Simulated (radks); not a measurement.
Valence configurations of Sr+ (all share [Kr]). All-electron calculation, scalar-relativistic Kohn-Sham, PBE, spin-polarised, spherical densities, point nucleus; open shells are filled with parallel spins first (spin-orbit coupling, left out, can overturn this in heavy ions). Program: a radial shooting solver on a logarithmic mesh with Libxc functionals. Energies are relative to 5s1; eigenvalues in eV for spin up.

valence      E (eV)  moment (Bohr magnetons)   e(4d)   e(5p)   e(5s)
5s1           0.000                        1       -       -  -8.677
4d0.5 5s0.5   0.863                        1  -6.386       -  -8.177
4d1           1.789                        1  -5.824       -       -
4d0.5 5p0.5   2.296                        1  -6.791  -5.618       -
5p1           2.955                        1       -  -6.324       -

NIST lists [Kr] 5s1 as the ground configuration; this level of theory agrees among the configurations tried. The energies are those of spherical high-spin densities, not of single terms.
